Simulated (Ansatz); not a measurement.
Reaction (redistribution): `[CH3][SnH2][CH2][SiH3]` + `C=C[SiH2]S` → `[CH3][SnH2][SiH2]S` + `C=CC[SiH3]`

Program: Ansatz. Geometries: PBE0-D4/def2-TZVP. ΔE: electronic, gas phase. CCSD(T)/CBS adds triple-zeta CCSD(T) − MP2 to the extrapolated MP2 energy (def2 sets, frozen cores). Elements past krypton have def2 core potentials. For Sn outer-core shells are correlated without core-valence functions, which leaves a few kJ/mol of doubt a bond. One conformer a species, not always the lowest.

```
             level  ΔE (kJ/mol)
SCS-MP2/def2-TZVPP         11.3
     HF/def2-QZVPP          5.5
```

What does CCSD(T)/CBS give? (Estimate.)

The calculation gave: +6.7 kJ/mol. The listed levels differ from it by 4.6, -1.2 kJ/mol.

Largest T1 diagnostic among the species: 0.012.

In def2-TZVPP, CCSD(T) changes the Hartree–Fock value by +3.4 kJ/mol (the triples alone add +0.8 kJ/mol) and MP2 by +6.7 kJ/mol.
